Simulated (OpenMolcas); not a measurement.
# Levels of Te by method

| Item | Value |
| --- | --- |
| Program | OpenMolcas 26.06 |
| Basis | ANO-RCC-VTZP [7s6p4d2f1g] |
| Scalar Hamiltonian | DKH2, point nucleus |
| Active space | 6 electrons in 8 orbitals (5s 5p 6s 6p) |
| State averaging | 2S+1 = 3 even, 3 roots; 2S+1 = 1 even, 6 roots; 2S+1 = 3 odd, 3 roots (0 in the spin-orbit step) |
| Spin-orbit coupling | state interaction with AMFI integrals over the reference wave functions, term energies averaged over their components |

Methods on the same reference wave functions:
A. CASSCF
B. SS-CASPT2, IPEA 0.25 Eh, imaginary shift 0.1 Eh (closed shells correlated: 4d)
C. XMS-CASPT2, IPEA 0.25 Eh, imaginary shift 0.1 Eh (closed shells correlated: 4d)

Energies in cm-1 above 5s2 5p4 3P2, the measured ground level; measured values from NIST Handbook of Basic Atomic Spectroscopic Data.

```
      Level      A      B      C  Measured
5s2 5p4 3P2    0.0    0.0    0.0       0.0
5s2 5p4 3P1   4084   4160   4150      4751
5s2 5p4 3P0   4198   4490   4540      4706
5s2 5p4 1D2  12164  10940  10990     10558
5s2 5p4 1S0  21597  24160  24800     23198
```

Deviations, from unrounded energies. A percentage is the sum of absolute deviations over the sum of measured energies, with the sign that they share, or ± where signs differ.

| Against measurement | Levels | A | B | C |
| --- | --- | --- | --- | --- |
| mean absolute deviation (cm-1) | 4 | 1100 | 540 | 700 |
| fine structure of the ground term (%) | 2 | -12.4 | -8.5 | -8.1 |
| other terms of the ground configuration (%) | 2 | ±9.5 | +4.0 | +6.0 |

B lies closest to measurement on these levels and A furthest from it. The largest miss of B in the table is 5s2 5p4 1S0, by +960 cm-1. The ranking rests on the paired levels alone, and a cruder setting can come out closer through cancelling errors.

Between B and C the level of the table that moves most is 5s2 5p4 1S0, by 640 cm-1 (lowest in B, highest in C). Moves below CASPT2's spread within the term are not significant.

The mean deviations of B to C differ by less than CASPT2's widest spread within a term (160 cm-1), so their order carries little weight.

From A to B the spin-free energies of the other terms of 5s2 5p4 shown, above 3P, scale by factors of 0.85 to 1.15.

The lowest spin-free term lies below A's lowest term by 0.527 hartree in B, 0.530 hartree in C.

Term energies are means over components that CASPT2 splits; among the terms shown or strongly mixed into the levels shown the widest spread is 160 cm-1 (5s2 5p4 1D, C). Some high roots are left out of the spin-orbit mixing, which shifts the levels that they would mix with. Active for correlation alone: 6p 6s; no level in the range computed is led by a configuration that fills them, so any true level of that kind is missing. Measured partners are found by configuration, term and J. A level has none where our copy of the source lacks it or the pairing is in doubt (some pairs that miss far off the trend of their configuration count as doubtful), and it then counts in no deviation. Only configurations of the active space appear.
